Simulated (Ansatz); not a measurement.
Consider the ligand exchange at the Si–C bond: `C[SiH2][SiH2]C=N` + HBr → `C[SiH2][SiH2]Br` + `C=N`.

Gas-phase electronic energies from Ansatz, PBE0-D4/def2-TZVP geometries. CBS: MP2 limit from def2 TZ/QZ plus the TZ coupled-cluster correction, frozen cores. This one scheme is used for every species. DFT in def2-TZVPP. For Br outer-core shells are correlated without core-valence functions, which leaves a few kJ/mol of doubt a bond. Scalar relativity is left out up to krypton. Each species was taken in one conformer, which may not be the lowest.

Q: Is it downhill or uphill in electronic energy at CCSD(T)/CBS, and by how much? (Best estimate.)

A: The calculation gave: Downhill: ΔE = -1.07 eV.

Q: What do these levels give: ωB97X-V, SCS-MP2/def2-TZVPP, CCSD(T)/def2-TZVPP, HF/def2-QZVPP, MP2/def2-QZVPP, HF/CBS(def2)? (An estimate is asked.)

A: Ansatz gave: ωB97X-V -1.04, SCS-MP2/def2-TZVPP -1.06, CCSD(T)/def2-TZVPP -1.01, HF/def2-QZVPP -1.20, MP2/def2-QZVPP -1.10, HF/CBS(def2) -1.20 eV.

Largest T1 diagnostic among the species: 0.013.

From PBE to PBE0 (25 % exact exchange), in def2-TZVPP and without D4, ΔE moves by −0.05 eV. The D4 term adds +0.04 eV with B3LYP and +0.02 eV with PBE0; it sums over pairs of atoms, weighted by their polarisabilities, and B3LYP, whose exchange is more repulsive, gets the larger term.

B3LYP here is the variant with VWN-RPA as its local correlation; programs differ in this.
